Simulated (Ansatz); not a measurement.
`[GeH3][c]1ccccc1` + H–F → `[F][GeH3]` + `c1ccccc1`  (ligand exchange at a Ge–C bond)

Isolated molecules relaxed with PBE0-D4/def2-TZVP in Ansatz; ΔE leaves out vibrations. CCSD(T)/CBS adds triple-zeta CCSD(T) − MP2 to the extrapolated MP2 energy (def2 sets, frozen cores). This one scheme is used for every species. DFT in def2-TZVPP. For Ge outer-core shells are correlated without core-valence functions, which leaves a few kJ/mol of doubt a bond. Scalar relativity is left out up to krypton.

`[GeH3][c]1ccccc1`:

Z-matrix (Å, degrees):
```
Ge
C 1 1.945
H 1 1.540 2 110.8
H 1 1.538 2 109.6 3 -119.7
H 1 1.538 2 109.6 3 119.7
C 2 1.393 1 120.7 3 -89.9
C 2 1.393 1 120.7 3 89.3
C 6 1.387 2 120.8 1 179.0
H 6 1.086 2 120.1 1 -1.3
C 7 1.387 2 120.8 1 -179.0
H 7 1.086 2 120.1 1 1.3
C 8 1.387 6 120.0 2 0.1
H 8 1.084 6 119.9 2 179.9
H 10 1.084 7 119.9 2 -179.9
H 12 1.084 8 120.1 6 179.9
```

H–F:

Z-matrix (Å, degrees):
```
F
H 1 0.920
```

`[F][GeH3]`:

Z-matrix (Å, degrees):
```
Ge
F 1 1.742
H 1 1.533 2 106.2
H 1 1.533 2 106.3 3 120.0
H 1 1.533 2 106.2 3 -120.0
```

`c1ccccc1`:

```xyz
12

C    -0.539   -0.689   -1.077
C    -1.011   -0.927    0.206
C    -0.472   -0.238    1.283
C     0.539    0.689    1.077
C     1.011    0.927   -0.206
C     0.472    0.238   -1.283
H    -0.961   -1.228   -1.918
H    -1.802   -1.652    0.367
H    -0.841   -0.424    2.285
H     0.961    1.228    1.918
H     1.802    1.652   -0.367
H     0.841    0.424   -2.285
```

CCSD(T)/CBS gives -60.7 kJ/mol.

Q: Another level gave -67.5 kJ/mol. Which?
A. SCS-MP2/def2-TZVPP
B. CCSD(T)/def2-TZVPP
C. r2SCAN/def2-TZVPP
D. MP2/def2-TZVPP

A: A. SCS-MP2/def2-TZVPP -67.5, r2SCAN -78.8, MP2/def2-TZVPP -56.3, CCSD(T)/def2-TZVPP -62.6 kJ/mol.

Largest T1 diagnostic among the species: 0.012.

The D4 term adds +13.1 kJ/mol with B3LYP and +7.5 kJ/mol with PBE0; it sums over pairs of atoms, weighted by their polarisabilities, and B3LYP, whose exchange is more repulsive, gets the larger term. In def2-TZVPP, CCSD(T) changes the Hartree–Fock value by +39.3 kJ/mol (the triples alone add +5.0 kJ/mol) and MP2 by +45.7 kJ/mol. Leaving LDA and LC-ωPBE aside and taking each functional with its dispersion term where it has one, the values, not all of them listed here, spread over 22.5 kJ/mol, from B97M-V to revPBE-D4. LDA lies +13.6 kJ/mol from PBE without D4.

B3LYP here is the variant with VWN-RPA as its local correlation; programs differ in this.
